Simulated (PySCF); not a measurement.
Species: C₆H₁₂BNO.
Atom-mapped SMILES: `[BH3-:1][O+:2]1[CH2:3][C@@H:4]([CH3:5])[CH2:6][C@H:7]1[C:8]#[N:9]` (hydrogens: H10, H11, H12 on B1; H13, H14 on C3; H15 on C4; H16, H17, H18 on C5; H19, H20 on C6; H21 on C7)

Geometry (PBE0-D3(BJ)/def2-SVP, Å), atoms numbered from 1 in this order:
```
atom  x, y, z in Å
B1    -2.5332    1.2526    0.5225
O2    -1.0893    0.4806    0.5817
C3    -0.0399    0.9943   -0.2684
C4     0.9321   -0.1632   -0.4095
C5     1.9305   -0.2536    0.7378
C6    -0.0430   -1.3457   -0.4722
C7    -1.1452   -0.9549    0.5173
C8    -0.9587   -1.5036    1.8636
N9    -0.8042   -1.9794    2.9060
H10   -2.2361    2.4222    0.6855
H11   -3.1623    0.7434    1.4328
H12   -2.9471    0.9797   -0.6015
H13   -0.4998    1.2873   -1.2253
H14    0.3662    1.8829    0.2308
H15    1.4735   -0.0733   -1.3642
H16    2.5669   -1.1445    0.6332
H17    2.5866    0.6293    0.7528
H18    1.4297   -0.3139    1.7160
H19   -0.4853   -1.4268   -1.4754
H20    0.4196   -2.3092   -0.2204
H21   -2.1513   -1.2302    0.1659
```

Computed at PBE0/pcSseg-1 (PySCF, non-relativistic), with Q(11B) = 0.04059 b, Q(17O) = −0.0256 b, Q(14N) = 0.02044 b: B1, 11B (I = 3/2): χzz = 3.668 MHz, η = 0.071; O2, 17O (I = 5/2): χzz = 12.48 MHz, η = 0.652; N9, 14N (I = 1): χzz = -4.699 MHz, η = 0.164.

Problem. Where would the pure quadrupole (NQR) lines of 11B at B1 fall for the rigid, isolated species?

Solution. From ν = (|χ|/2)√(1 + η²/3): ν = 1.836 MHz (four-coordinate boron).

Problem. Where would the pure quadrupole (NQR) lines of 17O at O2 fall for the rigid, isolated species?

Solution. From the eigenvalues of H = χ/[4I(2I − 1)] × [3Iz² − I(I + 1) + η(Ix² − Iy²)], steps between neighbouring levels, labelled as for η = 0: ±1/2↔±3/2 2.590 MHz, ±3/2↔±5/2 3.497 MHz (oxygen bonded to B and 2 C).

Problem. Find the zero-field quadrupole resonance frequencies of 14N at N9.

Solution. From ν± = (3/4)|χ|(1 ± η/3) and ν0 = |χ|η/2: ν+ 3.717 MHz, ν− 3.332 MHz, ν0 0.385 MHz (nitrile nitrogen).

In a crystal, neighbours and librations shift these lines. With a basis this small, the couplings can be 20 % off.

The run behind these numbers computed NMR shieldings as well. Time: 80 s of wall time; peak memory 1.0 GiB. Hardware: one thread of an Arm Neoverse N1, no GPU, on a shared host.

One conformer stands for the species.
